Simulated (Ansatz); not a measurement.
Geometry optimisation, RKS B3LYP-D4/def2-SVP (Ansatz 0.2.0).

Input:

```yaml
crystal:
  periodic: [false, false, false]
  atoms:
    - { symbol: Hf, position_ang: [0.0, 0.0, 0.0] }
    - { symbol: O, position_ang: [0.0, 0.0, 2.42] }
    - { symbol: H, position_ang: [-0.9095, -0.2814, 2.7571] }
    - { symbol: Cl, position_ang: [2.3764, 0.0, -0.8392] }
    - { symbol: Cl, position_ang: [-1.1869, 2.0563, -0.8392] }
    - { symbol: O, position_ang: [-0.975, -1.6891, -0.6893] }
    - { symbol: H, position_ang: [-1.4296, -2.1548, 0.0831] }
    - { symbol: Si, position_ang: [1.5261, 2.3015, 0.9176] }
    - { symbol: H, position_ang: [2.6492, 1.848, 1.7329] }
    - { symbol: H, position_ang: [2.0303, 3.0429, -0.2347] }
    - { symbol: H, position_ang: [0.6658, 3.1701, 1.7157] }
    - { symbol: H, position_ang: [0.7559, 1.14, 2.1872] }
basis:
  gaussian: { orbitals: def2-SVP }
hamiltonian:
  xc: b3lyp
  dispersion: d4
relax:
  f_tol: 0.15
  max_steps: 25
  restrain:
    - { distance: [0, 7], at: 3.81, k: 30.0 }
    - { distance: [11, 1], at: 2.21, k: 30.0 }
    - { distance: [0, 1], at: 2.07, k: 30.0 }
    - { distance: [11, 7], at: 1.46, k: 30.0 }
```

Run as:

```bash
$ ansatz run input.yaml --threads 4 --pin off --max-ram 5120MiB --backend cpu --events-out ev --progress --plain --runs-dir out
```

Task: Where does it end, and by what steps?

Result: It converged. The restraints hold the end off the free minimum. After 14 steps the energy has fallen by 4.922 eV (the restraints' own energy left out); H7 moved furthest, 1.01 Å. Joined: Si8–H12 (1.89 → 1.48 Å).

| step | energy less start (eV) | largest force component (eV/Å) | accepted |
| --- | --- | --- | --- |
| 0 | 0.0000 | 2.709 | yes |
| 1 | -0.4028 | 3.377 | yes |
| 2 | -1.0847 | 4.812 | yes |
| 3 | -2.7000 | 3.406 | yes |
| 4 | -3.9005 | 2.122 | yes |
| 5 | -4.4863 | 2.049 | yes |
| 6 | -4.7626 | 2.094 | yes |
| 7 | -4.8598 | 2.018 | yes |
| 8 | -4.8957 | 2.026 | yes |
| 9 | -4.9144 | 2.118 | yes |
| 10 | -4.8955 | 2.059 | no |
| 11 | -4.9191 | 2.128 | yes |
| 12 | -4.9226 | 2.069 | yes |
| 13 | -4.9043 | 2.028 | no |
| 14 | -4.9221 | 2.070 | yes |

```xyz
12
Properties=species:S:1:pos:R:3
Hf -0.230 -0.289 0.100
O -0.358 -0.236 2.096
H -0.568 -0.267 3.033
Cl 2.023 -0.510 -0.629
Cl -1.291 1.589 -0.895
O -1.154 -1.820 -0.553
H -1.628 -2.617 -0.797
Si 1.743 2.716 1.361
H 3.086 2.423 1.936
H 1.866 2.998 -0.093
H 1.146 3.894 2.051
H 0.868 1.553 1.602
```

The run took 62 s on 4 threads of Arm Neoverse V1, on a shared host, peak memory 0.46 GiB.
